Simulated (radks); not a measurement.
Q: Se III, 32 electrons, occupied as [Ar] 3d9.5 4s0.5 4p4 (fractional occupations, a model configuration). Method: scalar-relativistic Kohn-Sham, r2SCAN, spin-polarised, spherical densities, finite nucleus; open shells are filled with parallel spins first; meta-GGA in the generalised Kohn-Sham scheme; Fermi nuclear charge, rms radius 4.14 fm; computed with a radial shooting solver on a logarithmic mesh with Libxc functionals. Some entries of the table are withheld. Estimate them.

| orbital | occ. | eigenvalue (eV) | <1/r> (bohr^-1) | <r> (bohr) |
|---|---|---|---|---|
| 1s up | 1 | -12571.63 | 34.56 | 0.04409 |
| 1s down | 1 | -12571.34 | 34.56 | 0.04409 |
| 2s up | 1 | -1654.285 | 7.648 | 0.1957 |
| 2s down | 1 | -1653.567 | 7.649 | 0.1957 |
| 2p up | 3 | -1456.979 | 7.474 | 0.1711 |
| 2p down | 3 | -1456.286 | 7.475 | 0.1711 |
| 3s up | 1 | -251.4905 | 2.506 | 0.5701 |
| 3s down | 1 | -250.2326 | 2.502 | 0.5705 |
| 3p up | 3 | -188.9027 | 2.352 | (1) |
| 3p down | 3 | -187.5840 | 2.349 | (2) |
| 3d up | 5 | -86.0589 | 2.061 | 0.6167 |
| 3d down | 4.5 | -84.5559 | 2.064 | 0.6143 |
| 4s up | 0.5 | -42.7143 | 0.8003 | 1.649 |
| 4s down | 0 | -38.2166 | 0.7952 | 1.668 |
| 4p up | 3 | -29.3348 | 0.6901 | 1.888 |
| 4p down | 1 | -25.5217 | 0.6661 | 1.959 |

A: 
(1) 3p up <r> (bohr): 0.5847
(2) 3p down <r> (bohr): 0.5848
